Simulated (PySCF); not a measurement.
A mixed set of molecules. Method: TDDFT wB97X-D/def2-SVPD, vertical, gas phase, core orbitals frozen in the response (PySCF 2.14.0, density-fitted response routines). Geometries: GFN2-xTB; one conformer of each isolated species. Triplets are in the Tamm–Dancoff approximation.

Task: Rank by computed HOMO energy, highest first.
A. `C=N/C=C(\F)C#N`
B. `CCC(=C)/C=N/C=C`
C. `FCC1=NOC=C1`
D. `C=C(C)[SiH2][C@@H](C)F`
E. `N#CCCC(=O)F`

Result: B (-8.43 eV), A (-9.07 eV), D (-9.58 eV), C (-9.86 eV), E (-11.58 eV).

| SMILES | HOMO (eV) | α (au) | f (S1) | LUMO (eV) | T1 (eV) | S1 mainly |
| --- | --- | --- | --- | --- | --- | --- |
| C=C/N=C/C(=C)CC | -8.43 | 106.2 | 0.001 | -0.04 | 2.84 | H-1→L (96%) |
| C=N/C=C(\F)C#N | -9.07 | 66.9 | 0.108 | -0.40 | 2.98 | H→L (76%) |
| C=C(C)[SiH2][C@@H](C)F | -9.58 | 87.7 | 0.004 | 1.45 | 4.39 | H-1→L (58%) |
| FCc1ccon1 | -9.86 | 54.3 | 0.006 | 1.10 | 4.41 | H-2→L (96%) |
| N#CCCC(=O)F | -11.58 | 52.8 | 0.001 | 0.80 | 5.62 | H→L (76%) |

H and L stand for HOMO and LUMO.

- `C=C/N=C/C(=C)CC`: Löwdin shares by element: HOMO carbon 55% or more, nitrogen 14% (atoms not listed hold the other 31%); LUMO carbon 53% or more, nitrogen 17% (atoms not listed hold the other 30%).
- `C=N/C=C(\F)C#N`: Löwdin shares by element: HOMO nitrogen 38%, carbon 37% or more (atoms not listed hold the other 26%); LUMO carbon 52% or more, nitrogen 20% or more (atoms not listed hold the other 28%).
- `C=C(C)[SiH2][C@@H](C)F`: Löwdin shares by element: HOMO carbon 77% or more, silicon 5% (atoms not listed hold the other 18%); LUMO carbon 63% or more, silicon 9%, hydrogen 6% or more (atoms not listed hold the other 22%).
- `FCc1ccon1`: Löwdin shares by element: HOMO carbon 58% or more, nitrogen 29%; LUMO carbon 38% or more, nitrogen 22%, oxygen 18% (atoms not listed hold the other 22%).
- `N#CCCC(=O)F`: Löwdin shares by element: HOMO oxygen 50%, nitrogen 11%, fluorine 9%, carbon 8% or more (atoms not listed hold the other 23%); LUMO carbon 48% or more, oxygen 31%, fluorine 9%.
